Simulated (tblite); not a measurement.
Compound: C4H6N2O2SSi.
Geometry (GFN2-xTB, Å), atoms numbered from 1 in this order:
```
atom  x, y, z in Å
C1     2.7571   -0.8558    0.8172
O2     1.9824    0.0142    0.0027
C3     0.6698   -0.1047    0.1039
O4     0.1075   -0.8986    0.8371
C5    -0.1013    0.7985   -0.7429
N6     0.3875    1.7177   -1.5963
N7    -0.4862    2.3667   -2.2074
S8    -2.0505    1.9124   -1.7967
C9    -1.4865    0.7432   -0.7037
Si10  -2.4480   -0.4489    0.3977
H11    2.5452   -1.8983    0.5696
H12    2.5284   -0.6914    1.8724
H13    3.7962   -0.6160    0.6083
H14   -3.8497   -0.1231    0.0854
H15   -2.1722   -1.8071   -0.0447
H16   -2.1872   -0.0996    1.7856
```

Level: GFN2-xTB in tblite, geometry and Hessian alike; calculated harmonic values, unscaled, isolated species. The method is semi-empirical: single wavenumbers can be off by several per cent or more. Modes of hydrogen on silicon can be 10 to 20 % off. One conformer, not necessarily the lowest.

Harmonic wavenumbers (cm⁻¹): 62.4, 75.9, 98.8, 102.6, 147.6, 181.6, 235.4, 286.1, 299.9, 356.0, 383.8, 475.1, 518.4, 572.3, 574.3, 602.4, 623.7, 716.0, 732.3, 734.4, 813.2, 818.4, 838.6, 946.7, 1027.5, 1088.4, 1120.3, 1148.0, 1229.3, 1347.8, 1385.9, 1424.1, 1435.0, 1439.4, 1457.5, 1681.4, 2200.2, 2327.7, 2349.3, 2976.9, 2988.0, 3050.9.

A = 1557, B = 798.6, C = 533.1 MHz; mass 173.992 u (most abundant isotopes); point group Cs, symmetry number 1.

Problem. Zero-point energy?

Solution. ½Σν̃ = 21437 cm⁻¹ = 256.44 kJ/mol.

Problem. What is S at 200 K and 1 bar for an ideal gas of classical rigid rotors and harmonic oscillators?

Solution. Translation 164.90, rotation 122.89, vibration 88.34: S = 376.1 J/(mol K).

Problem. And Cp and H(200 K) − H(0)?

Solution. Cp = 130.64 J/(mol K), of which vibrations give 97.38 (their classical limit is 42 R = 349.2); H(200 K) − H(0) = 16.51 kJ/mol without the zero-point energy, 9.85 from vibrations.

Problem. Which modes carry the vibrational entropy at 200 K?

Solution. 62.4 cm⁻¹: 15.04; 75.9 cm⁻¹: 13.45; 98.8 cm⁻¹: 11.33; 102.6 cm⁻¹: 11.03; 147.6 cm⁻¹: 8.20; 181.6 cm⁻¹: 6.66 J/(mol K); the other 36 give 22.64 together.

Problem. Blend soft modes into free rotors: weight 1/[1 + (100 cm⁻¹/ν̃)⁴] for the oscillator and the rest for a rotor with moment μB/(μ + B), μ = h/(8π²ν), B = 10⁻⁴⁴ kg m². What vibrational entropy results?

Solution. 83.83 J/(mol K) in place of 88.34, which changes −T·S at 200 K by +0.90 kJ/mol.

Problem. How do the functions run with temperature in this model?

Solution. 
```
 T (K)  S (J/(mol K))  Cp (J/(mol K))  H − H(0) (kJ/mol)  G − H(0) (kJ/mol)  ln q(vib)
    50          254.2            58.1               2.11             -10.60       0.44
   100          303.1            84.8               5.71             -24.60       1.75
298.15          436.2           171.9              31.40             -98.65       7.58
373.15          477.8           199.2              45.34            -132.94       9.74
   500          541.5           236.5              73.08            -197.66      13.27
   750          647.5           285.5             138.89            -346.77      19.71
  1000          734.1           315.0             214.24            -519.82      25.47
```

q(vib) and H(0) count from the zero-point level.

Problem. What must be added to the electronic energy to get the Gibbs energy at 200 K and 1 bar?

Solution. ZPE + [H(200 K) − H(0)] − T·S = 256.44 + 16.51 − 75.23 = 197.72 kJ/mol.

Hindered rotation and anharmonicity are outside this model. Other conformers, if any are populated, would add a mixing term that is left out.
